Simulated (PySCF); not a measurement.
CH₆AlOSi, charge +1.

```xyz
10

Al     0.0000     0.0000     1.1256
C      0.0000     0.0000     3.0295
H      1.0374     0.0038     3.4005
H     -0.5154    -0.9003     3.4005
H     -0.5220     0.8965     3.4005
O      0.0000     0.0000    -0.5028
Si     0.0000     0.0000    -2.2208
H      0.3917    -1.3705    -2.6324
H      0.9910     1.0245    -2.6324
H     -1.3827     0.3460    -2.6324
```
Charge +1, spin multiplicity 1.

Coordinates come from a PBE0-D3(BJ)/def2-SVP optimisation. The multiplicity is an assumed one; no other spin state was optimised. The isomer is the one that the SMILES or the coordinates give; other isomers of the formula were not compared. One conformer was computed; it need not be the lowest.

Method: PBE0/pcSseg-1 (PySCF). Non-relativistic, no solvent.

Computed absolute GIAO shielding of each atom: isotropic value and principal components (ppm):
| atom | σ(iso) | σ11 | σ22 | σ33 | span |
|---|---|---|---|---|---|
| Al1 | 430.3 | 255.7 | 255.7 | 779.3 | 523.6 |
| C2 | 199.4 | 196.2 | 196.2 | 205.6 | 9.4 |
| H3 | 29.7 | 24.4 | 26.1 | 38.5 | 14.1 |
| H4 | 29.7 | 24.4 | 26.1 | 38.5 | 14.1 |
| H5 | 29.7 | 24.4 | 26.1 | 38.5 | 14.1 |
| O6 | 268.0 | 212.9 | 212.9 | 378.1 | 165.2 |
| Si7 | 353.2 | 312.1 | 312.1 | 435.6 | 123.5 |
| H8 | 25.8 | 22.6 | 24.4 | 30.4 | 7.8 |
| H9 | 25.8 | 22.6 | 24.4 | 30.4 | 7.8 |
| H10 | 25.8 | 22.6 | 24.4 | 30.4 | 7.8 |
